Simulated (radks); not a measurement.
All-electron atom: Tb LXI in [He] 2s2 2p1. Calculated with a radial shooting solver on a logarithmic mesh with Libxc functionals: scalar-relativistic Kohn-Sham, SCAN, spin-polarised, spherical densities, finite nucleus; open shells are filled with parallel spins first (spin-orbit coupling, left out, can overturn this in heavy ions); meta-GGA in the generalised Kohn-Sham scheme; Fermi nuclear charge, rms radius 5.06 fm.

Radial electron density D(r) = 4 pi r^2 rho(r):

r (bohr),D(r) (e/bohr),spin D(r)
0.001463,7.973,0.000312
0.001637,9.493,0.000527
0.001816,11.14,0.000827
0.002015,13.03,0.00127
0.002254,15.38,0.00198
0.002501,17.88,0.00295
0.002797,20.95,0.00449
0.003104,24.16,0.00658
0.003444,27.75,0.00957
0.003852,32.02,0.0143
0.004274,36.38,0.0205
0.004743,41.06,0.0294
0.005305,46.44,0.0432
0.005886,51.64,0.0613
0.006584,57.34,0.0891
0.007306,62.58,0.125
0.008106,67.58,0.176
0.009067,72.45,0.251
0.01006,76.24,0.348
0.01125,79.23,0.490
0.01249,80.74,0.668
0.01385,80.81,0.905
0.0155,79.12,1.24
0.0172,75.88,1.65
0.01908,71.13,2.16
0.02134,64.61,2.86
0.02368,57.71,3.64
0.02649,50.02,4.67
0.02939,43.33,5.75
0.03261,37.71,6.96
0.03648,33.45,8.33
0.04047,31.46,9.61
0.04491,31.32,10.8
0.05023,32.80,11.8
0.05574,34.95,12.4
0.06234,37.05,12.5
0.06917,37.89,12.1
0.07676,37.01,11.2
0.08585,33.86,9.65
0.09526,29.14,7.94
0.1066,22.86,5.98
0.1182,16.80,4.27
0.1312,11.31,2.81
0.1467,6.637,1.62
0.1628,3.626,0.880
0.1807,1.763,0.427
0.2021,0.7029,0.171
0.2242,0.2583,0.0635
0.2508,0.07372,0.0185
0.2783,0.01921,0.00492
0.3088,0.004128,0.00109
0.3454,0.0006207,0.000170

D(r) has 2 maxima, at r = 0.0132, 0.0692 bohr, and minima at 0.0428 bohr, inside which lie 2.17 electrons.
